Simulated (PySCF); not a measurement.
**How methods differ on the excitation energy of Ca**

Ca [Ar] 4s2 (1S) → Ca [Ar] 4p2 (3P), as a difference of total energies. Computed with PySCF 2.14 in def2-TZVPPD (6s5p3d, 36 functions), with the non-relativistic Hamiltonian (point nucleus). Correlated levels: valence: [Ar] frozen. The calculations carry no spin-orbit coupling.

| method | excitation energy (eV) |
| --- | --- |
| UHF | 4.127 |
| MP2 (valence) | 4.522 |
| SCS-MP2 (valence) | 4.695 |
| CCSD (valence) | 4.588 |

**Question.** How much does correlation contribute at MP2 (valence)?

**Answer.** 4.522 − (4.127) = 0.395 eV, measured against UHF.

These non-relativistic numbers lack the scalar-relativistic shift.

Errors of the correlated levels include the incompleteness of this basis and the frozen core.

With two correlated electrons CCSD is exact in that space.

The coupled-cluster amplitudes are large for the upper state (T1 above 0.03 or a double amplitude above 0.15), so a single reference is strained.

For comparison: 4.774 eV (measured; NIST levels, between the centres of gravity of the two terms).
